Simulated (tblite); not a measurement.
Compound: C4H7BBrF.
Atom-mapped SMILES: `[BH2:1][CH2:2]/[C:3]([CH3:4])=[C:5](\[F:6])[Br:7]` (hydrogens: H8, H9 on B1; H10, H11 on C2; H12, H13, H14 on C4)

Computed with GFN2-xTB (tblite), gas phase: L-BFGS steps from a force-field or distance-geometry start until the largest atomic force falls under 0.01 eV/Å.

Step 24: E = -602.6330 eV
```
atom  x, y, z in Å  |  force x, y, z in eV/Å
B1     -1.9586   -0.2717    0.4265   -0.038  -0.024  -0.017
C2     -0.9393    0.2694   -0.6488    0.033   0.031   0.012
C3      0.4773    0.2190   -0.1493    0.028  -0.102   0.050
C4      1.0217   -1.1508    0.1145    0.056  -0.035  -0.009
C5      1.1700    1.3337    0.0399   -0.074  -0.072  -0.008
F6      0.6631    2.5525   -0.2180    0.051   0.003   0.029
Br7     2.9440    1.4478    0.6834    0.100   0.006   0.034
H8     -2.7375   -1.0927    0.1463   -0.081   0.005  -0.010
H9     -1.9238    0.1640    1.5085    0.033  -0.021   0.034
H10    -0.9838   -0.2538   -1.6059   -0.028  -0.016   0.021
H11    -1.1949    1.3161   -0.8280   -0.091   0.029  -0.121
H12     1.8702   -1.1390    0.7949   -0.015   0.071   0.007
H13     0.2368   -1.7830    0.5307    0.048   0.081   0.007
H14     1.3540   -1.6120   -0.8169   -0.024   0.042  -0.028
```

Step 25: E = -602.6365 eV
```
atom  x, y, z in Å  |  force x, y, z in eV/Å
B1     -1.9710   -0.2632    0.4237   -0.038  -0.031  -0.036
C2     -0.9363    0.2615   -0.6428    0.055   0.023   0.008
C3      0.4816    0.2132   -0.1452    0.015  -0.151   0.080
C4      1.0356   -1.1554    0.1151    0.040  -0.010  -0.023
C5      1.1683    1.3319    0.0445   -0.156  -0.115  -0.047
F6      0.6499    2.5450   -0.2173    0.049   0.044   0.033
Br7     2.9366    1.4611    0.6815    0.193   0.013   0.069
H8     -2.7814   -1.0482    0.1285   -0.070   0.016  -0.008
H9     -1.9212    0.1555    1.5098    0.029  -0.017   0.085
H10    -0.9837   -0.2640   -1.5976   -0.015  -0.022  -0.006
H11    -1.1894    1.3090   -0.8258   -0.100   0.013  -0.124
H12     1.8935   -1.1383    0.7856   -0.047   0.069  -0.032
H13     0.2613   -1.7958    0.5416    0.057   0.126  -0.008
H14     1.3555   -1.6128   -0.8236   -0.014   0.044   0.010
```

Step 26: E = -602.6420 eV
```
atom  x, y, z in Å  |  force x, y, z in eV/Å
B1     -1.9917   -0.2498    0.4185   -0.057  -0.045  -0.042
C2     -0.9323    0.2494   -0.6341    0.040  -0.007   0.000
C3      0.4864    0.2030   -0.1373   -0.020  -0.173   0.105
C4      1.0581   -1.1616    0.1163    0.006   0.030  -0.041
C5      1.1634    1.3279    0.0524   -0.203  -0.150  -0.080
F6      0.6328    2.5347   -0.2141    0.034   0.077   0.037
Br7     2.9276    1.4770    0.6792    0.284   0.023   0.105
H8     -2.8516   -0.9754    0.0993    0.000   0.076   0.016
H9     -1.9152    0.1389    1.5133    0.008  -0.035   0.117
H10    -0.9853   -0.2835   -1.5834    0.016  -0.026  -0.050
H11    -1.1835    1.2972   -0.8286   -0.094  -0.031  -0.112
H12     1.9303   -1.1325    0.7701   -0.082   0.055  -0.088
H13     0.3034   -1.8153    0.5605    0.056   0.177  -0.031
H14     1.3570   -1.6104   -0.8344    0.011   0.029   0.065
```

Q: Estimate the geometry and energy of step 27. (The exact step hangs on the optimiser's Hessian estimate; all steps are aligned on step 26, rigid shifts and turns removed.)

A: E = -602.6484 eV, largest force 0.319 eV/Å
```
atom  x, y, z in Å  |  force x, y, z in eV/Å
B1     -2.0098   -0.2401    0.4132   -0.016   0.002   0.011
C2     -0.9324    0.2413   -0.6291   -0.001  -0.039  -0.015
C3      0.4858    0.1955   -0.1293   -0.066  -0.137   0.100
C4      1.0753   -1.1629    0.1181   -0.036   0.065  -0.053
C5      1.1575    1.3231    0.0606   -0.155  -0.137  -0.082
F6      0.6281    2.5292   -0.2073   -0.001   0.091   0.034
Br7     2.9247    1.4770    0.6784    0.295   0.032   0.116
H8     -2.9038   -0.9153    0.0763    0.021   0.090   0.026
H9     -1.9067    0.1186    1.5172   -0.026  -0.062   0.104
H10    -0.9905   -0.3056   -1.5694    0.055  -0.025  -0.092
H11    -1.1852    1.2871   -0.8437   -0.056  -0.089  -0.074
H12     1.9580   -1.1185    0.7572   -0.083   0.031  -0.123
H13     0.3419   -1.8291    0.5783    0.024   0.191  -0.045
H14     1.3565   -1.6007   -0.8430    0.046  -0.013   0.094
```

The energy changes by -0.0064 eV. The first-order estimate −F·Δx gives -0.0089 eV and the mean of the old and new forces, exact on a quadratic surface, -0.0063 eV. The step makes an angle of 82° with the force vector and moves no atom by more than 0.083 Å.

What follows is the cost of the whole relaxation. The run took 0.35 s on Arm Neoverse V2, one thread, no GPU, shared host with 96 logical CPUs at a one-minute load of 50.
